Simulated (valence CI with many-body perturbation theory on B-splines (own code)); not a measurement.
**E1 transitions of Si X**

Method: valence CI with perturbative core correlation (CI+MBPT): three valence electrons over a frozen Dirac-Fock core [He], a basis of 11 s, 11 p, 9 d, 7 f, 5 g, 2 h, 1 i functions for each j, with the one-electron correlation potential Σ1 (screened to all orders), the two-electron term Σ2, the three-electron term Σ3, Breit, model QED; selected single and double excitations, second order for the rest, scaled by the run's own slope (own B-spline code, finite nucleus).

No measured levels were compared; by estimate levels of excited configurations hold to 0.05 to 0.15 % of their energy, terms of the ground configuration to about 0.5 %.

Lines 1 to 50 of 261 in falling wavelength, among levels below 2327400 cm⁻¹, chosen from the strongest by gf and those to the six lowest levels. Wavelengths and rates use the calculated energies, so an error of 300 cm⁻¹ moves a line at 1851 Å by 0.56 % and its rate by three times that or more. Electric multipoles are in the length gauge, E1 and E2 with the static RPA response of the core. Weak lines are less certain than strong ones. Lines between different terms over intervals too small for the method are left out, as are lines whose strength nearly cancels. The highest levels of a list are the least certain.

Names give the largest LS component (configuration and term), which can be under half, so a name can repeat, a term be missing and a line seem to break the LS rules; names also repeat where a configuration has a term twice. Letters in brackets count levels of one name in rising energy.

```tsv
λ vac (Å)	Upper	Lower	A (s⁻¹)	S (a.u.)
1851	2s 2p 3d 4D°_5/2	2s 2p 3p 4P_3/2	4.85e+07	9.11e-01
1842	2s 2p 3d 4D°_7/2	2s 2p 3p 4P_5/2	7.91e+07	1.95e+00
1797	2s 2p 3d 4D°_3/2	2s 2p 3p 4P_1/2	4.30e+07	4.93e-01
1630	2s 2p 3d 4P°_5/2	2s 2p 3p 4P_5/2	4.86e+07	6.23e-01
1612	2s 2p 3d 4F°_5/2	2s 2p 3p 4D_5/2	3.56e+07	4.41e-01
1589	2s 2p 3d 4F°_3/2	2s 2p 3p 4D_1/2	6.47e+07	5.12e-01
1584	2s 2p 3d 2F°_7/2 [b]	2s 2p 3p 2D_5/2 [b]	1.47e+08	2.31e+00
1582	2s 2p 3d 4F°_9/2	2s 2p 3p 4D_7/2	1.79e+08	3.50e+00
1580	2s 2p 3d 4F°_5/2	2s 2p 3p 4D_3/2	7.33e+07	8.56e-01
1562	2s 2p 3d 2F°_5/2 [b]	2s 2p 3p 2D_3/2 [b]	1.25e+08	1.41e+00
1561	2s 2p 3d 4F°_7/2	2s 2p 3p 4D_5/2	1.66e+08	2.49e+00
1508	2s 2p 3d 4F°_5/2	2s 2p 3p 2P_3/2 [a]	7.74e+07	7.87e-01
1499	2s 2p 3d 2P°_3/2 [a]	2s 2p 3p 2S_1/2 [a]	1.25e+08	8.32e-01
1491	2s 2p 3d 4F°_3/2	2s 2p 3p 2P_1/2 [a]	7.66e+07	5.01e-01
1444	2s 2p 3d 2P°_1/2 [a]	2s 2p 3p 2S_1/2 [a]	1.52e+08	4.50e-01
1419	2s 2p 3d 2P°_3/2 [b]	2s 2p 3p 2S_1/2 [b]	1.34e+08	7.54e-01
1402	2s 2p 3p 4D_5/2	2s 2p 3s 4P°_5/2	7.37e+07	6.01e-01
1401	2s 2p 3p 2P_3/2 [a]	2s 2p 3s 4P°_3/2	8.80e+07	4.78e-01
1362	2s 2p 3d 2D°_5/2 [b]	2s 2p 3p 2P_3/2 [b]	1.67e+08	1.25e+00
1347	2s 2p 3p 2D_5/2 [a]	2s 2p 3s 2P°_3/2 [a]	3.12e+08	2.26e+00
1346	2s 2p 3d 2D°_3/2 [b]	2s 2p 3p 2P_1/2 [b]	1.43e+08	6.88e-01
1344	2s 2p 3p 2D_3/2 [a]	2s 2p 3s 2P°_1/2 [a]	2.50e+08	1.20e+00
1338	2s 2p 3d 2D°_3/2 [b]	2s 2p 3p 2D_3/2 [b]	8.70e+07	4.12e-01
1338	2s 2p 3d 2D°_5/2 [b]	2s 2p 3p 2D_5/2 [b]	6.48e+07	4.60e-01
1331	2s 2p 3p 4D_7/2	2s 2p 3s 4P°_5/2	3.43e+08	3.19e+00
1328	2s 2p 3d 4P°_5/2	2s 2p 3p 4S_3/2	1.86e+08	1.29e+00
1328	2s2 3d 2D_5/2	2s2 3p 2P°_3/2	2.74e+08	1.90e+00
1323	2s 2p 3p 4D_5/2	2s 2p 3s 4P°_3/2	2.62e+08	1.79e+00
1322	2s 2p 3p 4D_1/2	2s 2p 3s 4P°_1/2	1.67e+08	3.81e-01
1308	2s 2p 3d 4P°_3/2	2s 2p 3p 4S_3/2	1.67e+08	7.35e-01
1304	2s 2p 3p 4D_3/2	2s 2p 3s 4P°_1/2	1.16e+08	5.08e-01
1304	2s2 3d 2D_3/2	2s2 3p 2P°_1/2	2.40e+08	1.05e+00
1291	2s 2p 3p 2D_3/2 [b]	2s 2p 3s 2P°_3/2 [b]	1.50e+08	6.38e-01
1287	2s 2p 3p 2D_3/2 [b]	2s 2p 3s 2P°_1/2 [b]	1.54e+08	6.51e-01
1280	2s 2p 3p 2P_1/2 [b]	2s 2p 3s 2P°_1/2 [b]	2.07e+08	4.29e-01
1280	2s 2p 3p 2D_5/2 [b]	2s 2p 3s 2P°_3/2 [b]	3.10e+08	1.92e+00
1263	2s 2p 3d 4D°_7/2	2s 2p 3p 4D_7/2	7.58e+07	6.03e-01
1259	2s 2p 3p 2P_3/2 [b]	2s 2p 3s 2P°_3/2 [b]	1.83e+08	7.20e-01
1255	2s 2p 3p 2P_3/2 [b]	2s 2p 3s 2P°_1/2 [b]	1.71e+08	6.67e-01
1242	2s2 3p 2P°_1/2	2s2 3s 2S_1/2	3.84e+08	7.26e-01
1214	2s2 3p 2P°_3/2	2s2 3s 2S_1/2	4.11e+08	1.45e+00
1205	2s 2p 3d 2F°_7/2 [a]	2s 2p 3p 2D_5/2 [a]	4.38e+08	3.03e+00
1202	2s 2p 3d 2F°_5/2 [a]	2s 2p 3p 2D_3/2 [a]	4.09e+08	2.11e+00
1176	2s 2p 3d 2D°_5/2 [a]	2s 2p 3p 4D_3/2	1.08e+08	5.18e-01
1174	2s 2p 3d 2D°_3/2 [a]	2s 2p 3p 4D_1/2	1.19e+08	3.80e-01
1165	2s 2p 3d 2P°_3/2 [b]	2s 2p 3p 2P_3/2 [b]	1.00e+08	3.13e-01
1162	2s 2p 3p 4S_3/2	2s 2p 3s 4P°_5/2	1.67e+08	5.17e-01
1136	2s 2p 3d 2D°_5/2 [a]	2s 2p 3p 2P_3/2 [a]	1.72e+08	7.49e-01
1119	2s 2p 3d 2D°_3/2 [a]	2s 2p 3p 2P_1/2 [a]	1.63e+08	4.51e-01
1107	2s 2p 3p 4S_3/2	2s 2p 3s 4P°_3/2	2.38e+08	6.38e-01
```
